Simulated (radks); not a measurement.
The lithium anion Li-, [He] 2s2, held by a Watson sphere: a shell of charge +1 at radius R that stands for the Madelung well of a crystal (potential energy -1/R inside, -1/r outside, in hartree with lengths in bohr). Calculated with a radial shooting solver on a logarithmic mesh with Libxc functionals: non-relativistic Kohn-Sham, r2SCAN, spin-unpolarised, spherical densities, point nucleus; meta-GGA in the generalised Kohn-Sham scheme.

R (bohr)	e(1s) (eV)	e(2s) (eV)	<r> 2s (bohr)	sum of <r^2> (bohr^2)	X-ray form factor at sin(theta)/lambda = 0.3 1/angstrom
1.65	-57.089	-4.819	3.129	24.02	1.477
1.75	-56.382	-4.785	3.155	24.38	1.476
1.88	-55.613	-4.737	3.192	24.89	1.476
1.97	-55.165	-4.700	3.220	25.27	1.476
2.09	-54.657	-4.649	3.258	25.82	1.477
3.22	-52.516	-4.066	3.671	32.27	1.495
3.23	-52.508	-4.061	3.675	32.33	1.496
3.58	-52.285	-3.875	3.806	34.59	1.500
